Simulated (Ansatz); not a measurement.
Consider the ligand exchange at a Ge–O bond: `[GeH3][O][GeH3]` + CH₃SH → `C[S][GeH3]` + `[OH][GeH3]`.

Computed with Ansatz on PBE0-D4/def2-TZVP structures; ΔE is electronic, products minus reactants. CCSD(T)/CBS adds triple-zeta CCSD(T) − MP2 to the extrapolated MP2 energy (def2 sets, frozen cores). This one scheme is used for every species. DFT in def2-TZVPP. For Ge outer-core shells are correlated without core-valence functions, which leaves a few kJ/mol of doubt a bond. Scalar relativity is left out up to krypton.

`[GeH3][O][GeH3]`:

```xyz
9

Ge   -0.901    0.006    1.312
O     0.626   -0.296    0.462
Ge    0.973   -0.041   -1.258
H    -1.264    1.499    1.186
H    -0.647   -0.384    2.773
H    -2.011   -0.860    0.685
H     2.434   -0.461   -1.454
H     0.767    1.448   -1.602
H     0.022   -0.912   -2.103
```

CH₃SH:

Cartesian coordinates in Å:
```
C -0.314 -0.129 0.355
S 1.309 0.019 -0.425
H -0.758 0.847 0.543
H -0.146 -0.624 1.312
H -0.989 -0.744 -0.239
H 0.898 0.630 -1.546
```

`C[S][GeH3]`:

```xyz
9

C     0.262   -1.238   -0.899
S     1.170   -0.475    0.473
Ge   -0.202    1.203    0.914
H    -0.723   -1.580   -0.581
H     0.846   -2.101   -1.219
H     0.164   -0.551   -1.740
H     0.418    1.980    2.082
H    -1.590    0.659    1.297
H    -0.345    2.104   -0.326
```

`[OH][GeH3]`:

```xyz
6

O    -1.083    0.033    0.842
Ge    0.248    0.127   -0.341
H    -0.949   -0.657    1.494
H    -0.157    1.271   -1.275
H     0.368   -1.207   -1.103
H     1.573    0.432    0.383
```

(1) Is it downhill or uphill in electronic energy at CCSD(T)/CBS, and by how much? (Estimate.)

(2) What do these levels give: PBE0-D4, r2SCANh-D4, revPBE, CCSD(T)/def2-SVP, CCSD(T)/def2-TZVPP, SCS-MP2/def2-QZVPP? (Best estimate.)

Largest T1 diagnostic among the species: 0.012.

## Answers

(1) The calculation gave: Downhill: ΔE = -12.7 kJ/mol.

(2) The calculation gave: PBE0-D4 -21.0, r2SCANh-D4 -16.2, revPBE -21.6, CCSD(T)/def2-SVP 3.0, CCSD(T)/def2-TZVPP -8.3, SCS-MP2/def2-QZVPP -6.8 kJ/mol.

Leaving LDA and LC-ωPBE aside and taking each functional with its dispersion term where it has one, the values, not all of them listed here, spread over 15.7 kJ/mol, from revPBE-D4 to CAM-B3LYP-D4. From BLYP to BHLYP (50 % exact exchange), in def2-TZVPP and without D4, ΔE moves by +4.4 kJ/mol. In def2-TZVPP, CCSD(T) changes the Hartree–Fock value by −10.1 kJ/mol (the triples alone add −1.6 kJ/mol) and MP2 by −12.7 kJ/mol.
